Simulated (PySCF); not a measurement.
Molecule: `CCCCC(=O)Cl`, C$_{5}$H$_{9}$ClO.

Molfile (atoms numbered from 1):
```
C5H9ClO
     RDKit          3D

 16 15  0  0  0  0  0  0  0  0999 V2000
   -1.4151    0.7286    0.6453 C   0  0  0  0  0  0  0  0  0  0  0  0
   -0.0405    1.0773    1.1923 C   0  0  0  0  0  0  0  0  0  0  0  0
    1.0856    0.7738    0.2137 C   0  0  0  0  0  0  0  0  0  0  0  0
    2.4517    1.1406    0.7652 C   0  0  0  0  0  0  0  0  0  0  0  0
    3.5766    0.8549   -0.1837 C   0  0  0  0  0  0  0  0  0  0  0  0
    3.5068    0.3839   -1.2658 O   0  0  0  0  0  0  0  0  0  0  0  0
    5.1681    1.3228    0.5097 Cl  0  0  0  0  0  0  0  0  0  0  0  0
   -2.2093    0.9610    1.3703 H   0  0  0  0  0  0  0  0  0  0  0  0
   -1.4882   -0.3435    0.4027 H   0  0  0  0  0  0  0  0  0  0  0  0
   -1.6313    1.2898   -0.2778 H   0  0  0  0  0  0  0  0  0  0  0  0
    0.1360    0.5259    2.1329 H   0  0  0  0  0  0  0  0  0  0  0  0
   -0.0086    2.1475    1.4635 H   0  0  0  0  0  0  0  0  0  0  0  0
    1.0767   -0.2966   -0.0515 H   0  0  0  0  0  0  0  0  0  0  0  0
    0.9190    1.3149   -0.7328 H   0  0  0  0  0  0  0  0  0  0  0  0
    2.6762    0.6023    1.7024 H   0  0  0  0  0  0  0  0  0  0  0  0
    2.5168    2.2095    1.0318 H   0  0  0  0  0  0  0  0  0  0  0  0
  1  2  1  0
  2  3  1  0
  3  4  1  0
  4  5  1  0
  5  6  2  0
  5  7  1  0
  1  8  1  0
  1  9  1  0
  1 10  1  0
  2 11  1  0
  2 12  1  0
  3 13  1  0
  3 14  1  0
  4 15  1  0
  4 16  1  0
M  END
```

Geometry PBE0-D3(BJ)/def2-SVP throughout; GIAO in PySCF, gas phase, one conformer, non-relativistic; equivalent atoms averaged; basis pcSseg-1.

For orientation, OPBE gives these shifts δ (against TMS at the same level): C5 173.6, C4 49.2, C3 29.5, C2 25.9, C1 16.5, H15/H16 2.74, H13/H14 1.37, H11/H12 1.11, H8/H9/H10 1.02 ppm.

A run gave: C5 172.4, C4 51.2, C3 31.0, C2 26.7, C1 16.5, H15/H16 2.72, H13/H14 1.34, H11/H12 1.12, H8/H9/H10 1.04 ppm (shifts δ (against TMS at the same level)).

Problem. Which functional was used in that run?
A. PBE0
B. BP86
C. mPW1PW91
D. BLYP
E. KT2

Solution. E. C5 tells them apart best: KT2 gives 172.4, BLYP gives 184.4, BP86 gives 182.3, mPW1PW91 gives 182.9, PBE0 gives 182.5 ppm.
